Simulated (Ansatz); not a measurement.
Consider the ligand exchange at a B–Br bond: `OB(O)Br` + H₂Te → `OB(O)[TeH]` + HBr.

Isolated molecules relaxed with PBE0-D4/def2-TZVP in Ansatz; ΔE leaves out vibrations. CCSD(T)/CBS is the MP2 limit (def2-TZVPP, def2-QZVPP) plus CCSD(T) − MP2 in def2-TZVPP, frozen cores. DFT in def2-TZVPP. B3LYP here is the variant with VWN-RPA as its local correlation; programs differ in this. HSE06 is defined as in plane-wave codes. def2 core potentials past Kr. For Br, Te outer-core shells are correlated without core-valence functions, which leaves a few kJ/mol of doubt a bond. Scalar relativity is left out up to krypton. Each species was taken in one conformer, which may not be the lowest.

Q: Is it downhill or uphill in electronic energy at CCSD(T)/CBS, and by how much? (An estimate is asked.)

A: Computed: Uphill: ΔE = +40.8 kJ/mol.

Q: What do these levels give: revPBE-D4, PBE0-D4, B3LYP-D4, HSE06-D4, ωB97M-V, revPBE, r2SCAN0, HSE06, HF/def2-SVP, CCSD/def2-SVP, CCSD(T)/def2-TZVPP, CCSD/CBS(def2)? (Best estimate.)

A: The calculation gave: revPBE-D4 38.6, PBE0-D4 42.1, B3LYP-D4 43.9, HSE06-D4 42.0, ωB97M-V 46.5, revPBE 40.4, r2SCAN0 45.5, HSE06 43.5, HF/def2-SVP 61.9, CCSD/def2-SVP 55.1, CCSD(T)/def2-TZVPP 44.0, CCSD/CBS(def2) 43.2 kJ/mol.

Largest T1 diagnostic among the species: 0.012.

From PBE to PBE0 (25 % exact exchange), in def2-TZVPP and without D4, ΔE moves by +3.0 kJ/mol. At CCSD(T), def2-SVP lies +12.8 kJ/mol from the extrapolated value and def2-TZVPP +3.2 kJ/mol. In def2-TZVPP, CCSD(T) changes the Hartree–Fock value by −12.1 kJ/mol (the triples alone add −2.4 kJ/mol) and MP2 by −14.7 kJ/mol.
